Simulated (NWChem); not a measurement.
A series in which one site is exchanged, each optimised at PBE0/def2-SVP with NWChem, gas phase unless a solvent is named. This build's default masses of Se (78.918 u) and Br (79.917 u) are each other's, which moves their modes by up to 0.6 %. Some are not confirmed as minima by frequencies. def2 effective core potentials on I; no spin-orbit coupling.

A: CBI (CH4BI; site = I)
B: CBCl (CH₄BCl; site = Cl)
C: CBF (CH$_{4}$BF; site = F)
D: CBBr (CH4BBr; site = Br)

```tsv
quantity	A	B	C	D
orbital gap (eV), PBE0/def2-SVP	5.72	7.26	(withheld)	6.60
vertical ionisation energy, ΔSCF, PBE/def2-SVP (eV)	9.44	10.47	(withheld)	10.08
vertical ionisation energy, ΔSCF, CAM-B3LYP/def2-SVP (eV)	9.69	10.97	(withheld)	10.48
static polarisability, CAM-B3LYP/def2-SVPD (bohr³)	63.2	42.1	(withheld)	49.7
lowest singlet excitation, CAM-B3LYP/def2-SVPD, TDA (eV)	4.45	5.54	(withheld)	5.09
```

Task: What belongs in the gaps?

Result: 
- orbital gap (eV), PBE0/def2-SVP, C: 8.57
- vertical ionisation energy, ΔSCF, PBE/def2-SVP (eV), C: 11.16
- vertical ionisation energy, ΔSCF, CAM-B3LYP/def2-SVP (eV), C: 11.72
- static polarisability, CAM-B3LYP/def2-SVPD (bohr³), C: 28.8
- lowest singlet excitation, CAM-B3LYP/def2-SVPD, TDA (eV), C: 6.51
